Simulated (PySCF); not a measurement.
## TDDFT excited states: C6H7Cl

Species: C6H7Cl.
Atom-mapped SMILES: `[CH2:1]=[CH:2]/[CH:3]=[CH:4]\[C:5](=[CH2:6])[Cl:7]` (hydrogens: H8, H9 on C1; H10 on C2; H11 on C3; H12 on C4; H13, H14 on C6)

Method: TDDFT B3LYP/def2-SVPD, vertical, gas phase, core orbitals frozen in the response (PySCF). One conformer (not necessarily the lowest) at the GFN2-xTB geometry, without solvent, vibrations or thermal averaging. Torsions of this conformer, `[CH2:1]=[CH:2]/[CH:3]=[CH:4]\[C:5](=[CH2:6])[Cl:7]`: C1–C2–C3–C4 180°, C3–C4–C5–C6 180°.

| state | E (eV) | λ (nm) | ν̃ (cm⁻¹) | f | \|μ\| (D) | symmetry | main configurations (H = HOMO, L = LUMO) |
| --- | --- | --- | --- | --- | --- | --- | --- |
| S1 | 4.62 | 268.6 | 37230 | 0.828 | 6.88 | A′ | H→L (98%) |
| S2 | 5.28 | 234.9 | 42570 | 0.0022 | 0.33 | A′ | H-1→L (74%), H→L+1 (25%) |
| S3 | 5.56 | 223.1 | 44830 | 0.0003 | 0.13 | – | H-2→L (99%) |
| S4 | 5.61 | 221.1 | 45220 | 0.0000 | 0.03 | – | H→L+2 (97%) |
| S5 | 6.06 | 204.5 | 48910 | 0.029 | 1.13 | A′ | H→L+1 (58%), H-3→L (20%), H-1→L (17%) |
| S6 | 6.17 | 200.8 | 49800 | 0.0004 | 0.13 | – | H→L+3 (97%) |
| S7 | 6.47 | 191.5 | 52210 | 0.0001 | 0.07 | – | H→L+4 (97%) |
| S8 | 6.64 | 186.7 | 53570 | 0.015 | 0.76 | A″ | H→L+5 (96%) |

Triplets (Tamm–Dancoff): T1 2.50 eV, H→L (96%); T2 3.99 eV, H-1→L (59%), H→L+1 (34%); T3 5.08 eV, H-3→L (29%), H→L+1 (28%), H-1→L (25%).

The lowest singlet comes at 269 nm (445 kJ/mol) in the ultraviolet; it is strong; its leading configuration is HOMO→LUMO (98%). The lowest level is also the most intense of those listed (f = 0.828). Löwdin shares by element: HOMO carbon 67% or more (atoms not listed hold the other 33%); LUMO carbon 66% or more (atoms not listed hold the other 34%). Weighted by f, the mean energy of these states is 4.70 eV. The oscillator strengths of these states sum to 0.875; summed over the whole spectrum of an exact calculation they would give the number of electrons, 60 (Thomas–Reiche–Kuhn). Of the 8 states listed, 3 reach f = 0.01 and 4 stay under 0.0005. Symmetry labels in Cs follow from the direction of the transition dipole and are given only for states with f of 0.002 or more. The window holds the lowest 8 singlets.
